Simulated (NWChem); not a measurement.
Species: BH2SeCl; SMILES ClB[SeH]

```xyz
5

B      0.7510     0.6041     0.0000
Cl    -0.1755     2.0864     0.0000
H      1.9521     0.6582     0.0000
Se    -0.0323    -1.1426     0.0000
H     -1.4349    -0.6969     0.0000
```
Atoms are numbered in this order, from 1.

Level: PBE0/def2-SVP (NWChem), optimised geometry, unscaled harmonic frequencies. This build's default masses of Se (78.918 u) and Br (79.917 u) are each other's, which moves their modes by up to 0.6 %.

Task: List the harmonic frequencies with IR intensities, and the thermochemistry.

Result: 
| frequency (cm⁻¹) | IR intensity (km/mol) |
|---|---|
| 221 | 1.7 |
| 399 | 9.8 |
| 557 | 12.9 |
| 772 | 2.0 |
| 782 | 20.3 |
| 870 | 94.1 |
| 1095 | 185.2 |
| 2454 | 5.1 |
| 2679 | 81.2 |

```
Property                                                                            Value
-----------------------------------------------------------------------  ----------------
zero-point energy                                                           14.0 kcal/mol
thermal correction to the enthalpy at 298.15 K (with zero-point energy)     17.2 kcal/mol
heat capacity Cv                                                         12.6 cal/(mol K)
entropy at 298.15 K and 1 atm (symmetry number 1)                        69.8 cal/(mol K)
dipole moment                                                                      0.66 D
```

Rigid rotor and harmonic oscillator.
